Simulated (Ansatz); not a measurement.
Consider the ligand exchange at the Si–N bond: `C[SiH2]N(C)[SiH3]` + `C[NH][AlH2]` → `C[SiH2][N](C)[AlH2]` + `CN[SiH3]`.

Computed with Ansatz on PBE0-D4/def2-TZVP structures; ΔE is electronic, products minus reactants. CBS: MP2 limit from def2 TZ/QZ plus the TZ coupled-cluster correction, frozen cores. DFT in def2-TZVPP. B3LYP here is the variant with VWN-RPA as its local correlation; programs differ in this. Each species was taken in one conformer, which may not be the lowest.

`C[SiH2]N(C)[SiH3]`:

Cartesian coordinates in Å:
```
C 0.859 -1.803 -1.278
Si -0.570 -0.655 -0.924
N -0.215 0.462 0.349
C -0.041 -0.083 1.693
Si -0.226 2.180 0.209
H 0.588 -2.509 -2.068
H 1.136 -2.386 -0.396
H 1.738 -1.243 -1.605
H -1.754 -1.487 -0.554
H -0.902 0.147 -2.131
H 0.305 -1.120 1.657
H -0.972 -0.066 2.271
H 0.713 0.482 2.252
H -1.387 2.799 0.912
H 1.004 2.739 0.839
H -0.276 2.544 -1.227
```

`C[NH][AlH2]`:

```xyz
9

C    -0.996   -0.254    0.759
N     0.384    0.001    0.403
Al    1.067    0.324   -1.195
H    -1.392    0.496    1.454
H    -1.132   -1.239    1.220
H    -1.621   -0.227   -0.137
H     0.991   -0.019    1.209
H     2.629    0.571   -1.286
H     0.069    0.346   -2.426
```

`C[SiH2][N](C)[AlH2]`:

Cartesian coordinates in Å:
```
C 1.255 -1.840 0.023
Si -0.450 -1.088 -0.126
N -0.432 0.644 -0.070
C 0.052 1.235 1.176
Al -0.996 1.684 -1.404
H 1.191 -2.931 -0.019
H 1.728 -1.573 0.971
H 1.904 -1.506 -0.790
H -1.072 -1.477 -1.420
H -1.286 -1.614 0.995
H 1.107 1.002 1.358
H -0.519 0.874 2.041
H -0.040 2.324 1.156
H -0.946 3.248 -1.146
H -1.497 1.018 -2.747
```

`CN[SiH3]`:

Cartesian coordinates in Å:
```
C 1.342 -0.389 -0.006
N 0.190 0.274 0.565
Si -1.369 0.221 -0.150
H 2.082 -0.618 0.766
H 1.034 -1.341 -0.446
H 1.842 0.190 -0.794
H 0.422 1.084 1.118
H -1.759 -1.204 -0.333
H -1.479 0.870 -1.493
H -2.305 0.912 0.774
```

| level | ΔE (kJ/mol) | difference from CCSD(T)/CBS |
| --- | --- | --- |
| r2SCAN-D4 | 5.2 | -0.1 |
| B3LYP-D4 | 6.1 | 0.8 |
| B2PLYP | 5.1 | -0.2 |
| r2SCAN | 4.9 | -0.4 |
| B3LYP | 5.1 | -0.2 |
| SCS-MP2/def2-TZVPP | 5.3 | 0.0 |
| CCSD/def2-TZVPP | 5.4 | 0.1 |
| CCSD(T)/def2-TZVPP | 5.3 | 0.0 |
| SCS-MP2/def2-QZVPP | 5.3 | 0.0 |
| CCSD/CBS(def2) | 5.4 | 0.1 |
| CCSD(T)/CBS | 5.3 | 0 |

Largest T1 diagnostic among the species: 0.012.
